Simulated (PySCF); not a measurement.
Start geometry of `FC(F)(F)c1ncc[n-]1` from GFN2-xTB (Å):
```
atom  x, y, z in Å
F1     2.3252    0.7683    1.0159
C2     1.7760    0.1591   -0.0621
F3     2.4420   -1.0400   -0.1311
F4     2.2444    0.8493   -1.1290
C5     0.3123    0.0424   -0.0118
N6    -0.4369    0.0248   -1.1224
C7    -1.6886   -0.1117   -0.6347
C8    -1.6371   -0.1741    0.7420
N9    -0.3520   -0.0780    1.1455
H10   -2.5409   -0.1564   -1.2932
H11   -2.4388   -0.2810    1.4548
```

Task: What comes out of this run: PySCF 2.14.0, PBE0-D3(BJ)/def2-SVP geometry optimisation, gas phase?

Result: 
```
atom  x, y, z in Å
F1     2.332    0.949    0.830
C2     1.794    0.137   -0.104
F3     2.417   -1.058    0.081
F4     2.230    0.583   -1.294
C5     0.315    0.061   -0.026
N6    -0.451    0.026   -1.128
C7    -1.694   -0.101   -0.609
C8    -1.607   -0.146    0.787
N9    -0.311   -0.043    1.157
H10   -2.583   -0.149   -1.246
H11   -2.412   -0.241    1.523
```

The energy falls by 1.0 kcal/mol over 7 energy and gradient evaluations, the largest force component goes from 0.0281 to 4.2e-04 Eh/bohr, and the atoms move by 0.101 Å rms after alignment. The bond that changes most is C7–C8 (both ends aromatic CH next to a ring nitrogen), which lengthens by 0.020 Å. Bonds longer at the end by more than 0.005 Å: 4 of 11; shorter: 2. Among the dihedrals that turn most is F3–C2–C5–N9, from 89° to 77°. Rotational constants go from 3639, 1255, 1113 to 3604, 1268, 1119 MHz. The orientation of the end geometry is arbitrary; only internal coordinates are fixed.

The run used 136 basis functions and 49 SCF cycles in all.

Not checked by PBE0-D3(BJ)/def2-SVP frequencies.
